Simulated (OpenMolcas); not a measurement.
Hf²⁺.

| Quantity | Value |
| --- | --- |
| Program | OpenMolcas |
| Method | RASSCF |
| Basis | ANO-RCC-VQZP [9s8p6d4f3g2h] |
| Scalar Hamiltonian | DKH2, point nucleus |
| Active space | 8 electrons in 8 orbitals (RAS1 5p, at most 2 holes; RAS2 5d) |
| State averaging | 2S+1 = 3 even, 10 roots; 2S+1 = 1 even, 15 roots |
| Spin-orbit coupling | state interaction with AMFI integrals over the reference wave functions, term energies averaged over their components |

Levels without dynamic correlation, in cm-1 above 5d2 3F2:

```json
{"Level": "5d2 1G4", "E": "17731"}
{"Level": "5d2 3P0", "E": "10954"}
{"Level": "5d2 1S0", "E": "34585"}
```

On this reference, SS-RASPT2, IPEA 0.25 Eh, imaginary shift 0.1 Eh (closed shells correlated: 5s) puts 5d2 1G4 at 14950 cm-1.

**Question.** Estimate the other levels at that method by one scale factor, and say how well it serves.

**Answer.** The factor is 14950 / 17731 = 0.843. Scaled values beside those that SS-RASPT2 gives:
```json
{"Level": "5d2 3P0", "Scaled": "9234", "SS-RASPT2": "9590", "Miss (%)": "-3.7"}
{"Level": "5d2 1S0", "Scaled": "29155", "SS-RASPT2": "28370", "Miss (%)": "+2.8"}
```
For these levels the scaled values miss SS-RASPT2 by up to 3.7 %, as correlation changes each term by its own factor, spin-orbit parts do not scale and CASPT2 has its own spread within terms. This holds within one configuration; levels of others move differently, and the target method has errors of its own against measurement.

CASPT2 does not keep the components of a term degenerate, so their means are used; among the terms shown or strongly mixed into the levels shown the widest spread is 440 cm-1 (5d2 1G, SS-RASPT2). Active for correlation alone: 5p; no level in the range computed is led by a configuration that opens it, so any true level of that kind is missing. Without dynamic correlation excited terms often stand tens of per cent too high (terms of higher spin than the ground term too low), and those without a measured partner can miss by more than the paired ones (holds for RASSCF). Levels of configurations outside the active space are missing.
